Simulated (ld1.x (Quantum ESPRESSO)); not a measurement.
# How hard is this Ga (Z = 31) TM semilocal potential?

ld1.x (Quantum ESPRESSO) 7.5 input, shortened:

```
&input
   title='Ga', zed=31., rel=1, dft='PBE', iswitch=3,
   config='[Ar] 3d10 4s2 4p1 4d-2'
 /
 &inputp
   pseudotype=1, tm=.true., lloc=2,
   nlcc=.true., new_core_ps=.true., rcore=1.30
 /
3
4S  1  0   2.00   0.00  1.55  1.55  0.0
4P  2  1   1.00   0.00  2.30  2.30  0.0
4D  3  2  -2.00   0.15  1.95  1.95  0.0
 &test
   configts(1)='4s2 4p1'
 /
```

The pseudo-atom Hamiltonian at the reference potential is diagonalised in spherical Bessel functions j_l(qr) that vanish at 20 bohr, with q² up to the cutoff. All-electron valence levels (Ry): 4s -0.6577, 4p -0.1896.

Task: How do the lowest levels (Ry) of each channel move with the cutoff, and are there ghosts?

Result:

| cutoff (Ry) | s #1 | p #1 | p #2 | d #1 | Σ f·Δε (mRy) |
| --- | --- | --- | --- | --- | --- |
| 8 | -0.6330 | -0.1873 | 0.0243 | 0.0484 | 51.7 |
| 12 | -0.6504 | -0.1888 | 0.0242 | 0.0483 | 15.4 |
| 15 | -0.6514 | -0.1894 | 0.0241 | 0.0483 | 12.8 |
| 21 | -0.6525 | -0.1895 | 0.0241 | 0.0483 | 10.5 |
| 25 | -0.6539 | -0.1895 | 0.0241 | 0.0483 | 7.7 |
| 35 | -0.6570 | -0.1895 | 0.0241 | 0.0483 | 1.5 |
| 40 | -0.6572 | -0.1896 | 0.0241 | 0.0483 | 0.9 |
| 50 | -0.6573 | -0.1896 | 0.0241 | 0.0483 | 0.8 |
| 400 | -0.6577 | -0.1896 | 0.0241 | 0.0481 | 0.0 |

Result: no extra level below or beside the all-electron valence levels (s, p, d tested); the semilocal form is local in each channel, so this says nothing of the separable form that plane-wave codes build from it; 10 mRy is reached at 25 Ry and 1 mRy at 40 Ry.
